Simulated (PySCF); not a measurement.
PySCF job for BF2H3O2Si, SMILES OB(O)[SiH](F)F, PBE/pcSseg-1. Geometry: B3LYP-D3(BJ)/def2-SVP. The structure was generated by enumeration, and PubChem lists no compound with its InChIKey, so it may never have been made. The values are those of a single conformer.

```python
import numpy as np
from pyscf import gto, scf, dft
from pyscf.prop.nmr import rks as nmr

mol = gto.M(
    atom='''
    Si   -0.85489855   -0.26482070   -0.22282974
    F    -1.06005609   -1.03412533    1.20892705
    F    -1.72606995    1.10423403   -0.13162954
    B     1.13424507    0.10289750   -0.26686664
    O     1.88074959   -0.19887209    0.83150392
    O     1.72143661    0.63378300   -1.36482378
    H    -1.47838974   -1.10233990   -1.27759831
    H     1.35818441   -0.58036377    1.55050064
    H     2.67520444    0.76544025   -1.24807156
    ''',
    basis='pcSseg-1',
    charge=0,
    spin=0,
    max_memory=1600,
    verbose=3,
)
mf = dft.RKS(mol, xc='pbe')
mf.grids.level = 3
mf.conv_tol = 1e-10
mf.max_cycle = 100
mf.kernel()
n = nmr.NMR(mf)
n.verbose = 2
n.max_cycle_cphf = 60
sigma = n.kernel()
print('atom   isotropic/ppm   span/ppm')
for i, s in enumerate(sigma):
    w = np.linalg.eigvalsh((s + s.T) / 2)
    print(f'{mol.atom_symbol(i):2s}{i + 1:3d} {w.mean():14.3f} {w[2] - w[0]:11.3f}')
```

Log of the run:

```
converged SCF energy = -665.939681265842
atom   isotropic/ppm   span/ppm
Si  1        328.754      68.476
F   2        316.318     205.534
F   3        317.860     216.973
B   4         70.326      40.727
O   5        163.013     274.785
O   6        187.275     208.546
H   7         25.747       8.475
H   8         25.761      11.992
H   9         26.599      12.822
```

The run converged.
